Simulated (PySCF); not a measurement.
Several structures and their simulated spectra, in scrambled order.

A. `C/C(=C/CF)OC(F)(F)F`
B. SMILES N([Si@@H]1C(=C)C=CO1)([SiH3])[SiH3]
C. SMILES C(/C(C)=C/CCO)(Cl)Cl

Spectrum 1. ¹H NMR (500 MHz, computed): δ 7.25 (t, 1H), 6.21 (s, 1H), 3.97 (t, 2H), 2.18 (m, 2H), 1.89 (s, 3H), -0.08 (br s, 1H). ¹³C{¹H} NMR (computed): δ 139.4 (CH), 139.1 (C), 88.8 (CH), 68.1 (CH2), 38.6 (CH2), 18.2 (CH3).

Spectrum 2. ¹H NMR (500 MHz, computed): δ 6.82 (d, 1H), 6.10 (d, 1H), 6.10 (br s, 1H), 5.59 (br s, 1H), 5.55 (s, 1H), 4.81 (s, 6H). ¹³C{¹H} NMR (computed): δ 159.4 (CH), 152.7 (C), 126.4 (CH2), 121.5 (CH).

Spectrum 3. ¹H NMR (500 MHz, computed): δ 5.61 (m, 1H), 5.60 (m, 2H), 2.25 (s, 3H). ¹³C{¹H} NMR (computed): δ 152.2 (C), 129.5 (C), 123.7 (CH), 82.5 (CH2), 20.8 (CH3).

All values are calculated (PySCF 2.14.0 with density-fitted response routines): σ from GIAO-PBE0/pcSseg-1, coordinates at the GFN2-xTB level. In vacuum, relativity neglected, fast rotation and ring inversion assumed for equivalent nuclei, single conformer.

Scale: TMS for ¹H (σref 31.72) and ¹³C (σref 186.93) (reference shieldings calculated alike). Splittings of carbon signals by F and P are missing where no couplings were computed. Where no couplings were computed, multiplicities follow the n + 1 count of equivalent neighbours, and m marks all less simple cases (inequivalent or close neighbours, rings, F or P nearby). Shifts are as computed. Against solution values, carbons near 30 ppm lie about +3 ppm off and those near 130 ppm about +5 ppm; carbons on Cl a further +6 ppm. Of 1211 compounds with measured shifts, 218 miss one by over three times the rms of a fit or turn the order of signals round; such compounds aren't used in these exercises. Carbons bonded to Cl come out too deshielded. OH and NH positions are gas-phase values without hydrogen bonding to other molecules.

Which spectrum belongs to which compound?

Answers

1–C, 2–B, 3–A.

- Spectrum 1 (C): 6 ¹³C signals; δC 139.4 is an alkene CH; δC 139.1 is a fully substituted alkene carbon.
- Spectrum 2 (B): 4 ¹³C signals; δC 159.4 is an alkene carbon bearing oxygen; δC 152.7 is a fully substituted alkene carbon.
- Spectrum 3 (A): 5 ¹³C signals; δC 152.2 is an alkene carbon bearing oxygen; δC 129.5 is a CF3 carbon.
